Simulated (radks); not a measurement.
Values are calculated unless marked as measured or tabulated.
All-electron atom: the bromine ion Br3+ in [Ar] 3d10 4s1 4p3 (not the ground configuration).

Code: a radial shooting solver on a logarithmic mesh with Libxc functionals. Model: scalar-relativistic Kohn-Sham, PBEsol, spin-polarised, spherical densities, finite nucleus; open shells are filled with parallel spins first; Fermi nuclear charge, rms radius 4.1629 fm.

Energy parts (eV):
part                       energy
total                  -70798.111
kinetic                 72325.932
electron-nucleus      -169529.239
Hartree                 28836.976
exchange-correlation    -2431.779

Orbitals (lengths in bohr, moments of r in powers of bohr; r(max) is where P^2 peaks):
orbital,occ.,eigenvalue (eV),r(max),<r>,<r^4>
1s up,1,-13348.31,0.02793,0.04277,0.00001563
1s down,1,-13347.92,0.02793,0.04277,0.00001563
2s up,1,-1771.723,0.1593,0.1896,0.003109
2s down,1,-1771.491,0.1593,0.1896,0.003108
2p up,3,-1567.888,0.1274,0.1655,0.002253
2p down,3,-1567.553,0.1275,0.1655,0.002253
3s up,1,-277.4068,0.4842,0.5518,0.1951
3s down,1,-276.8843,0.4843,0.5511,0.1931
3p up,3,-213.0438,0.4811,0.5643,0.2361
3p down,3,-212.4414,0.4812,0.5630,0.2318
3d up,5,-106.4656,0.4303,0.5894,0.3996
3d down,5,-105.6547,0.4300,0.5837,0.3734
4s up,1,-56.8196,1.370,1.536,10.59
4s down,0,-51.3818,1.353,1.526,10.55
4p up,3,-42.3102,1.529,1.735,17.88
4p down,0,-36.7405,1.517,1.742,18.90

The highest occupied level is 4p up at -42.310 eV. The configuration is held as typed, so some empty levels lie below it. Spin moment in Bohr magnetons: 4. The spin density at the nucleus is 43.38 e/bohr^3 (1s -0.24, 2s 0.23, 3s -0.17, 4s 43.56). The electron density at the nucleus is 4.488e+04 e/bohr^3 (large components only). Summed over all electrons, <r^2> = 20.38 bohr^2, which gives a Langevin (diamagnetic) susceptibility term of -16.1 x 10^-6 cm^3/mol. The density falls to 0.001 e/bohr^3 at r = 3.31 bohr.
